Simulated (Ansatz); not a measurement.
C2H7FGeOS, SMILES `C[O][GeH]([F])[S]C` at its PBE0-D4/def2-TZVP geometry, where that method's forces vanish. Charge 0, multiplicity 1.

```xyz
13

C     1.0907    1.8859    1.2950
O    -0.0226    1.1163    1.7108
Ge   -0.5165   -0.3074    0.8176
F     0.7992   -1.4527    0.8153
S    -0.8671    0.2089   -1.2874
C    -0.7598   -1.4581   -2.0080
H     1.0221    2.1718    0.2401
H     1.1055    2.7931    1.9015
H     2.0282    1.3431    1.4506
H    -1.6578   -0.9649    1.5935
H    -1.5927   -2.0837   -1.6882
H    -0.8164   -1.3226   -3.0876
H     0.1871   -1.9297   -1.7532
```

Task: What forces (eV/Å) does r2SCAN-D4/def2-TZVPP give on these atoms in Ansatz 0.2.0? (Estimate.)

Result: Ansatz gave: 
```
C1   0.260  0.171 -0.112
O2  -0.251 -0.098  0.171
Ge3 -0.093 -0.052 -0.008
F4   0.049 -0.039 -0.004
S5  -0.007  0.181  0.016
C6   0.013 -0.180 -0.078
H7  -0.002 -0.003  0.011
H8  -0.005 -0.019 -0.006
H9  -0.004 -0.001 -0.003
H10  0.042  0.026 -0.006
H11  0.018  0.010 -0.007
H12  0.001 -0.007  0.031
H13 -0.022  0.011 -0.006
```
